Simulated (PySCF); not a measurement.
Partial charges of `C=CCC(C)(C)[S-]`

Species: C6H11S (charge -1).
Z-matrix (Å and degrees, GFN2-xTB geometry), rows numbered from 1:
```
C 
C   1  1.3279
C   2  1.4834  1  124.99
C   3  1.5580  2  114.16  1   106.55
C   4  1.5289  3  109.73  2   -58.70
C   4  1.5296  3  110.45  2    62.19
S   4  1.8096  3  107.97  2  -178.22
H   1  1.0784  2  121.45  3     2.64
H   1  1.0805  2  122.44  3  -176.90
H   2  1.0850  1  118.97  3   177.29
H   3  1.0937  2  110.12  1  -133.42
H   3  1.0924  2  110.25  1   -14.18
H   5  1.0942  4  111.50  3    61.76
H   5  1.0894  4  109.45  3  -177.48
H   5  1.0888  4  109.85  3   -58.99
H   6  1.0893  4  110.04  3    56.40
H   6  1.0941  4  111.89  3   -65.14
H   6  1.0894  4  109.15  3   174.62
```

Density: PBE0/pcSseg-1 (PySCF); schemes: Mulliken, IAO, Hirshfeld and ESP-fitted. Isolated species at its GFN2-xTB geometry (one conformer only). The pcSseg-1 basis has no diffuse functions, a weakness for an anion. The HOMO energy is positive at this level (+0.24 eV), so the outermost electrons may be held by the finite basis alone.

Problem. Atoms with like bonding are taken together and averaged. Which atoms carry the highest charge in the Mulliken, IAO, Hirshfeld and ESP-fitted schemes?

Solution. The schemes don't all agree: Mulliken H11/H12 (+0.094); IAO H11/H12 (+0.134); Hirshfeld H10 (+0.029); ESP-fitted C4 (+0.342).

Problem. Do the Mulliken, IAO, Hirshfeld and ESP-fitted schemes agree on where the charge is lowest?

Solution. All schemes agree: Mulliken S7 (-0.611); IAO S7 (-0.774); Hirshfeld S7 (-0.606); ESP-fitted S7 (-0.843).

Problem. Tabulate the Mulliken, IAO, Hirshfeld and ESP-fitted charges.

Solution. In e; atoms taken as equivalent share a row and are averaged (×n: the atom named and its like, n in all):

```csv
atom,environment,Mulliken,IAO,Hirshfeld,ESP-fitted
C1,terminal =CH2 carbon,-0.175,-0.364,-0.140,-0.775
C2,alkene CH carbon,-0.230,-0.112,-0.035,+0.202
C3,allylic carbon,-0.035,-0.263,-0.091,-0.377
C4,sp3 carbon bound to sulfur,-0.561,-0.003,+0.002,+0.342
C5/C6,methyl carbon,-0.122,-0.411,-0.150,-0.660
S7,thiolate sulfur,-0.611,-0.774,-0.606,-0.843
H8,vinylic hydrogen,+0.086,+0.130,+0.028,+0.267
H9,vinylic hydrogen,+0.075,+0.121,+0.019,+0.203
H10,vinylic hydrogen,+0.076,+0.124,+0.029,+0.076
H11/H12,methylene hydrogen,+0.094,+0.134,+0.019,+0.120
H13 (×6),methyl hydrogen,+0.072,+0.116,+0.009,+0.164
```

Mean size of the charges over all atoms: ESP-fitted 0.313 e, IAO 0.204 e, Mulliken 0.151 e, Hirshfeld 0.075 e. Each set sums to the total charge, -1, to within 0.001 e. The ESP scheme fits charges at the nuclei, held to the total charge, to the electrostatic potential on points at 1.4 to 2.0 times the van der Waals radii.

Some averages cover members that differ in this geometry: C5/C6, ESP-fitted -0.705 to -0.615; H13 (×6), ESP-fitted +0.124 to +0.181; H13 (×6), IAO +0.086 to +0.133; H13 (×6), Mulliken +0.043 to +0.087 e.

Problem. Sum the charges by element, for elements with more than one atom.

Solution. 
| element | atoms | Mulliken | IAO | Hirshfeld | ESP-fitted |
| --- | --- | --- | --- | --- | --- |
| C | 6 | -1.246 | -1.564 | -0.564 | -1.929 |
| H | 11 | +0.857 | +1.338 | +0.170 | +1.772 |

Problem. How closely do the schemes follow one another over all atoms?

Solution. Correlation coefficient and root-mean-square difference: IAO with ESP-fitted 0.92, 0.179 e; IAO with Hirshfeld 0.91, 0.144 e; Hirshfeld with ESP-fitted 0.79, 0.288 e; Mulliken with IAO 0.71, 0.187 e; Mulliken with Hirshfeld 0.71, 0.150 e; Mulliken with ESP-fitted 0.45, 0.351 e.
